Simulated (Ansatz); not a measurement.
AlF2H3Si can be A, `[F][Al]([F])[SiH3]`, or B, `F[SiH](F)[AlH2]`.

Program: Ansatz. Geometries: PBE0-D4/def2-TZVP. ΔE: electronic, gas phase. CBS: MP2 limit from def2 TZ/QZ plus the TZ coupled-cluster correction, frozen cores. Functionals use def2-TZVPP. B3LYP here is the variant with VWN-RPA as its local correlation; programs differ in this.

A:

Z-matrix (Å, degrees):
```
Si
Al 1 2.431
H 1 1.488 2 109.6
H 1 1.486 2 111.0 3 -120.5
H 1 1.488 2 109.7 3 118.9
F 2 1.644 1 120.8 3 -59.9
F 2 1.643 1 122.2 3 120.1
```

B:

```xyz
7

F    -0.875    1.677   -1.040
Si   -0.531    0.841    0.283
F    -1.929    0.362    0.898
Al    0.819   -1.147   -0.333
H     0.027    1.822    1.251
H     2.261   -1.350    0.297
H     0.228   -2.204   -1.356
```

**Question.** Which isomer does CCSD(T)/CBS put lower? Give the gap. (An estimate is asked.)

**Answer.** The calculation gave: A, by 30.7 kcal/mol.

**Question.** Give E(B) − E(A) in kcal/mol with HF/def2-TZVPP, r2SCAN-D4, PBE0-D4, B3LYP-D4, LDA (SPW92), CCSD(T)/def2-TZVPP, MP2/def2-TZVPP. (An estimate is asked.)

**Answer.** The calculation gave: HF/def2-TZVPP 26.2, r2SCAN-D4 31.1, PBE0-D4 30.1, B3LYP-D4 29.9, LDA (SPW92) 30.4, CCSD(T)/def2-TZVPP 30.8, MP2/def2-TZVPP 31.6. None reverses the order clearly.

Largest T1 diagnostic: 0.014.

Leaving LDA and LC-ωPBE aside and taking each functional with its dispersion term where it has one, the values, not all of them listed here, spread over 4.3 kcal/mol, from B97M-V to r2SCAN-D4. At CCSD(T), def2-SVP lies +7.0 kcal/mol from the extrapolated value and def2-TZVPP +0.1 kcal/mol.
